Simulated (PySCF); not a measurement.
B3GeH6, CH7B2Ge, B2GeH5O (calculated)

All values are calculated (PySCF 2.14.0). Calculation on a computer-drawn molecule: the log of a Hartree-Fock and frozen-core CCSD(T) single point meant for a local Hartree-Fock minimum, with one planted fault or none, to be diagnosed. Offsets are logged minus clean, where the clean run is the same molecule without the fault. The reference is restricted for singlets and unrestricted otherwise, and also for a bond in bohr or an excited solution. Adding or removing an electron swaps singlet and doublet. The excited solution moves the top pair (singlet) or top alpha electron (doublet) to the lowest empty orbital. Highest occupied and lowest empty are orbital energies over both spins, largest force is the largest gradient component, triples share is (T) over the correlation energy, the T1 limit is 0.02 restricted and 0.045 unrestricted, electrons count all cores, a negative frequency is imaginary (commonest isotopes), and the dipole is about the centre of nuclear charge; on germanium a core potential holds 10 electrons, which the energies leave out, and 3d is frozen in MP2 and coupled-cluster steps.

Common to all runs: meant charge 1; meant multiplicity 1; meant basis cc-pVDZ; meant basis and core potential on germanium cc-pVDZ-PP ECP10MDF; logged SCF converged yes; logged CC converged yes; logged SCF stable within its kind yes; possible faults no fault, one electron removed, one electron added, multiplicity raised by two, geometry at a saddle point, SCF held on an excited solution, minimal basis STO-3G, one bond length entered in bohr, all coordinates scaled.

(1) 
```xyz
10
formula=B3GeH6 logged_electrons=53 logged_basis_functions=95 logged_spin_squared=0.7685 logged_highest_occupied=-6.3908 logged_lowest_empty=1.0401 logged_largest_force=0.010424 logged_T1_diagnostic=0.017876 logged_D1_diagnostic=0.0566 logged_triples_share=0.028057 logged_dipole_magnitude=0.0013186 logged_energy_HF=-370.793 logged_energy_CCSD(T)=-371.1882 planted_fault=one_electron_added HF_energy_offset_from_clean_run=-127.9 CCSD(T)_energy_offset_from_clean_run=-139.6
B      2.2456    -0.5161    -1.2865
Ge     0.9875    -0.4165     0.3676
B     -1.0691    -0.6177     0.1244
B      1.7847    -0.1172     2.2658
H      2.4972     0.4966    -1.8583
H      2.6691    -1.5823    -1.6020
H     -1.7075     0.3676    -0.0689
H     -1.5340    -1.7111     0.1875
H      1.9129     1.0025     2.6475
H      2.0843    -1.0764     2.9029
```

Units: logged_highest_occupied, logged_lowest_empty in eV; logged_largest_force in hartree/bohr; logged_dipole_magnitude in debye; logged_energy_HF, logged_energy_CCSD(T) in hartree; HF_energy_offset_from_clean_run, CCSD(T)_energy_offset_from_clean_run in kcal/mol.

Drawn bonds:
```
atom  other atom  order
   1           2      1
   2           3      1
   2           4      1
   1           5      1
   1           6      1
   3           7      1
   3           8      1
   4           9      1
   4          10      1
```

(2) 
```xyz
10
formula=B3GeH6 logged_electrons=52 logged_basis_functions=95 logged_spin_squared=0 logged_highest_occupied=-16.108 logged_lowest_empty=-4.7273 logged_largest_force=2.947e-05 logged_lowest_frequency=133.34 logged_T1_diagnostic=0.015927 logged_D1_diagnostic=0.037941 logged_triples_share=0.026385 logged_dipole_magnitude=0.001071 logged_energy_HF=-370.58926 logged_energy_CCSD(T)=-370.96576 planted_fault=no_fault HF_energy_offset_from_clean_run=0 CCSD(T)_energy_offset_from_clean_run=0
B      2.2456    -0.5161    -1.2865
Ge     0.9875    -0.4165     0.3676
B     -1.0691    -0.6177     0.1244
B      1.7847    -0.1172     2.2658
H      2.4972     0.4966    -1.8583
H      2.6691    -1.5823    -1.6020
H     -1.7075     0.3676    -0.0689
H     -1.5340    -1.7111     0.1875
H      1.9129     1.0025     2.6475
H      2.0843    -1.0764     2.9029
```

Units: logged_highest_occupied, logged_lowest_empty in eV; logged_largest_force in hartree/bohr; logged_lowest_frequency in cm⁻¹; logged_dipole_magnitude in debye; logged_energy_HF, logged_energy_CCSD(T) in hartree; HF_energy_offset_from_clean_run, CCSD(T)_energy_offset_from_clean_run in kcal/mol.

Drawn bonds:
```
atom  other atom  order
   1           2      1
   2           3      1
   2           4      1
   1           5      1
   1           6      1
   3           7      1
   3           8      1
   4           9      1
   4          10      1
```

(3) 
```xyz
11
formula=CH7B2Ge logged_electrons=54 logged_basis_functions=100 logged_spin_squared=0 logged_highest_occupied=-15.834 logged_lowest_empty=-5.0317 logged_largest_force=2.474e-05 logged_lowest_frequency=46.235 logged_T1_diagnostic=0.01342 logged_D1_diagnostic=0.033256 logged_triples_share=0.026886 logged_dipole_magnitude=0.80527 logged_energy_HF=-384.39119 logged_energy_CCSD(T)=-384.83759 planted_fault=no_fault HF_energy_offset_from_clean_run=0 CCSD(T)_energy_offset_from_clean_run=0
B      0.5357    -2.6135     2.2604
Ge     0.5916    -0.9538     1.0065
B     -0.9307     0.4016     0.4786
C     -1.8174     0.2299    -0.7881
H      0.2870    -3.6716     1.7764
H      0.7557    -2.4460     3.4175
H      1.9725    -0.6819     0.4100
H     -1.0059     1.3255     1.2309
H     -1.5060     1.0231    -1.4843
H     -1.7615    -0.7227    -1.3126
H     -2.8608     0.4521    -0.5439
```

Units: logged_highest_occupied, logged_lowest_empty in eV; logged_largest_force in hartree/bohr; logged_lowest_frequency in cm⁻¹; logged_dipole_magnitude in debye; logged_energy_HF, logged_energy_CCSD(T) in hartree; HF_energy_offset_from_clean_run, CCSD(T)_energy_offset_from_clean_run in kcal/mol.

Drawn bonds:
```
atom  other atom  order
   1           2      1
   2           3      1
   3           4      1
   1           5      1
   1           6      1
   2           7      1
   3           8      1
   4           9      1
   4          10      1
   4          11      1
```

(4) 
```xyz
11
formula=CH7B2Ge logged_electrons=55 logged_basis_functions=100 logged_spin_squared=0.768 logged_highest_occupied=-6.6335 logged_lowest_empty=1.2823 logged_largest_force=0.013868 logged_T1_diagnostic=0.01336 logged_D1_diagnostic=0.042944 logged_triples_share=0.027467 logged_dipole_magnitude=1.3042 logged_energy_HF=-384.60491 logged_energy_CCSD(T)=-385.0678 planted_fault=one_electron_added HF_energy_offset_from_clean_run=-134.1 CCSD(T)_energy_offset_from_clean_run=-144.5
B      0.5357    -2.6135     2.2604
Ge     0.5916    -0.9538     1.0065
B     -0.9307     0.4016     0.4786
C     -1.8174     0.2299    -0.7881
H      0.2870    -3.6716     1.7764
H      0.7557    -2.4460     3.4175
H      1.9725    -0.6819     0.4100
H     -1.0059     1.3255     1.2309
H     -1.5060     1.0231    -1.4843
H     -1.7615    -0.7227    -1.3126
H     -2.8608     0.4521    -0.5439
```

Units: logged_highest_occupied, logged_lowest_empty in eV; logged_largest_force in hartree/bohr; logged_dipole_magnitude in debye; logged_energy_HF, logged_energy_CCSD(T) in hartree; HF_energy_offset_from_clean_run, CCSD(T)_energy_offset_from_clean_run in kcal/mol.

Drawn bonds:
```
atom  other atom  order
   1           2      1
   2           3      1
   3           4      1
   1           5      1
   1           6      1
   2           7      1
   3           8      1
   4           9      1
   4          10      1
   4          11      1
```

(5) 
```xyz
9
formula=B2GeH5O logged_electrons=54 logged_basis_functions=90 logged_spin_squared=0 logged_highest_occupied=-15.78 logged_lowest_empty=-6.1384 logged_largest_force=5.125e-05 logged_lowest_frequency=-268.66 logged_T1_diagnostic=0.015404 logged_D1_diagnostic=0.057425 logged_triples_share=0.024782 logged_dipole_magnitude=1.2972 logged_energy_HF=-420.26379 logged_energy_CCSD(T)=-420.73754 planted_fault=geometry_at_a_saddle_point HF_energy_offset_from_clean_run=1.197 CCSD(T)_energy_offset_from_clean_run=2.823
B      2.3675     0.3324     0.0000
Ge     0.4277    -0.5838     0.0000
B     -1.4999     0.3645     0.0000
O     -2.4795    -0.5161     0.0000
H      3.3153    -0.3828     0.0000
H      2.4175     1.5194     0.0000
H      0.4088    -2.1112     0.0000
H     -1.5895     1.5509     0.0000
H     -3.3678    -0.1734     0.0000
```

Units: logged_highest_occupied, logged_lowest_empty in eV; logged_largest_force in hartree/bohr; logged_lowest_frequency in cm⁻¹; logged_dipole_magnitude in debye; logged_energy_HF, logged_energy_CCSD(T) in hartree; HF_energy_offset_from_clean_run, CCSD(T)_energy_offset_from_clean_run in kcal/mol.

Drawn bonds:
```
atom  other atom  order
   1           2      1
   2           3      1
   3           4      1
   1           5      1
   1           6      1
   2           7      1
   3           8      1
   4           9      1
```
